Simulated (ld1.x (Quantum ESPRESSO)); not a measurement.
# Which change was made? (Mo, TM)

molybdenum, norm-conserving Troullier–Martins (Kleinman–Bylander form), made with ld1.x (Quantum ESPRESSO) 7.5 (PBE, scalar-relativistic). Core [Ar] 3d10, reference 4s2 4p6 4d4 5s0 5p0 (charge +2). Waves: 4p (bound): rc 1.70 bohr; 4d (bound): rc 1.45 bohr; 4s (bound): rc 1.65 bohr. Local part: the s channel. Core correction: none.

Cutoffs, loose and tight: the cutoffs (Ry, on a coarse ladder) from which the occupation-weighted sum of valence levels, in a spherical-Bessel basis at the reference potential, stays within 10 and 1 mRy of its value at 400 Ry. They do not see the model core or the augmentation charge, which bear on the density cutoff. Test errors are all-electron minus pseudo excitation energies from the reference, over the configurations 4s2 4p6 4d5 5s1 5p0; 4s2 4p6 4d5 5s0 5p0; 4s2 4p6 4d3 5s0 5p0; 4s2 4p6 4d5 5s0.5 5p0; 4s2 4p6 4d4 5s1 5p0; 4s2 4p6 4d5 5s0 5p1; 4s2 4p6 4d4 5s2 5p0; variants that change the core or the reference have their own tests.

The base gives: outcome: generated; cutoff, loose: 50 Ry; cutoff, tight: 70 Ry; bound ghosts: none; largest test error (meV): +1703.

After one change the result is: outcome: generated; cutoff, loose: 90 Ry; cutoff, tight: 140 Ry; bound ghosts: none; largest test error (meV): +509. Which change was it?
A. all radii scaled by about 0.85 (s 1.40, p 1.44, d 1.22 bohr)
B. all radii scaled by about 0.75 (s 1.24, p 1.28, d 1.08 bohr)
C. all radii scaled by about 1.10 (s 1.82, p 1.88, d 1.60 bohr)
D. all radii scaled by about 1.30 (s 2.14, p 2.20, d 1.88 bohr)

A. The others give: all radii scaled by about 1.10 (s 1.82, p 1.88, d 1.60 bohr) → outcome: generated; cutoff, loose: 45 Ry; cutoff, tight: 60 Ry; bound ghosts: none; largest test error (meV): +2637 | all radii scaled by about 1.30 (s 2.14, p 2.20, d 1.88 bohr) → outcome: generated; cutoff, loose: 40 Ry; cutoff, tight: 50 Ry; bound ghosts: none; largest test error (meV): +5651 | all radii scaled by about 0.75 (s 1.24, p 1.28, d 1.08 bohr) → outcome: generated; cutoff, loose: 120 Ry; cutoff, tight: 200 Ry; bound ghosts: none; largest test error (meV): +209.
